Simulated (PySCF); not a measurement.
# Spinor energies of Sr (strontium, neutral)

Start: [Kr] 4d2; 4d5/2 filled at m_j = +3/2, +5/2. Calculated with PySCF 2.14 in x2c-SVPall-2c with one added diffuse shell each of s, d type (7s7p7d1f, 70 functions): generalised Hartree-Fock with the X2C-1e Hamiltonian and a Gaussian nucleus; one run each with spin-orbit coupling (SO) switched off, then screened by Boettger's factors. This is a chosen level, not necessarily the ground level.

```csv
spinor shell,electrons,"ε, spin-free (eV)","ε, screened SO (eV)",weight of nominal j (screened SO),"rms radius, screened SO (bohr)"
1s1/2,2,-16193.1,-16192.6,1.000,0.0451
2s1/2,2,-2258.3,-2258.2,1.000,0.187
2p1/2,2,-2001.4,-2048.6,1.000,0.164
2p3/2,4,-2001.4,-1978.9,1.000,0.167
3s1/2,2,-377.51,-377.50,1.000,0.524
3p1/2,2,-291.79,-299.38,1.000,0.527
3p3/2,4,-291.79,-288.22,1.000,0.538
3d3/2,4,-150.08,-151.22,0.999,0.545
3d5/2,6,-150.08,-149.34,1.000,0.549
4s1/2,2,-51.096,-51.115,1.000,1.47
4p1/2,2,-28.322,-29.069,0.931,1.68
4p3/2,4,-28.322,-27.998,0.965,1.70
4d5/2,2,-2.826,-2.826,0.897,4.99
```

```csv
quantity,spin-free,screened SO
E (hartree),-3176.75034,-3176.98423
M_J,4,4
⟨J²⟩,20.003,20.003
⟨L²⟩,12.002,12.008
⟨S²⟩,2.001,2.006
```

Each row is a mean over spinors that exchange with the open shell spreads, by up to 1.548 eV (4p3/2).

Rows whose weight is well below 1 are mixtures of j = l ± 1/2: exchange outweighs spin-orbit coupling there, and the label is only the starting occupation.

Breit and QED terms are absent; they matter most for the inner s and p1/2 levels.

Densities and radii are taken from the X2C orbitals without a picture-change correction, which distorts them close to the nucleus.

Without spin-orbit coupling the j labels of p, d and f shells carry no meaning; the spin-free column gives the mean over the occupied spinors of each nl shell.
